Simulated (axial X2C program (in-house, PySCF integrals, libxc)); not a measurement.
## Low determinants of YCl at the PBE0 level, with spin–orbit coupling

All values were computed with an in-house all-electron X2C program for linear molecules (integrals from PySCF). Two-component (2c) means X2C with spin–orbit coupling and atomic mean-field two-electron Coulomb and Gaunt terms. Basis: Y dyall-cv3z [11s12p9d6f3g], Cl dyall-av3z [9s8p3d2f] (cores contracted in-house); Gaussian nuclei, density fitting, unrestricted open shells. Masses: Y 88.906 u, Cl 34.969 u.

Search at 2.385 Å (vertical energies from the lowest determinant):

| ΔE (eV) | state | electrons beyond evenly filled partner blocks | electrons in ±ω = 1/2, 3/2, 5/2, 7/2 |
| --- | --- | --- | --- |
| 0.00 | Ω = 0 | none | 40 14 2 0 |
| 0.49 | Ω = 1 | ω = -1/2, ω = 3/2 | 39 15 2 0 |
| 0.54 | Ω = 3 | ω = 1/2, ω = 5/2 | 39 14 3 0 |
| 0.82 | Ω = 2 | ω = 1/2, ω = 3/2 | 39 15 2 0 |
| 0.99 | Ω = 2 | ω = -1/2, ω = 5/2 | 39 14 3 0 |
| 1.17 | Ω = 1 | 2 × ω = 1/2 | 40 14 2 0 |
| 2.22 | Ω = 1 | ω = -3/2, ω = 5/2 | 38 15 3 0 |

Lowest determinant, Ω = 0 (closed shell): Re = 2.377 Å, ωe = 381.6 cm⁻¹.

The determinant in row 2 of the search, Ω = 1 (⟨Sz⟩ = -1.00, ⟨Lz⟩ = 2.00 at PBE0), was followed along the bond at PBE0; measured from the minimum of the lowest determinant it gives:

Te = 0.475 eV (3828 cm⁻¹), Re = 2.433 Å, ωe = 349.0 cm⁻¹.

Problem. Compare the bond of the determinant in row 2 with that of the lowest one.

Solution. At PBE0 its Re is 0.056 Å longer and its force constant, which goes as ωe², is 0.84 times that of the lowest determinant. T0 ≈ Te + Δωe/2 = 3828 + (-16) = 3812 cm⁻¹.

The search compares states at one distance, so a state with another bond length can lie lower; it is not exhaustive and yields mostly the lowest determinant of each block pattern, so other components and higher states of one pattern are missing. These are energies of single determinants, not of spin-adapted states; PBE0 term energies can be off by some tenths of an eV, and the functional has no current term. Open-shell Ω = 0 determinants with evenly filled partner blocks cannot be reached by this program, so the Ω shown need not be the lowest component.
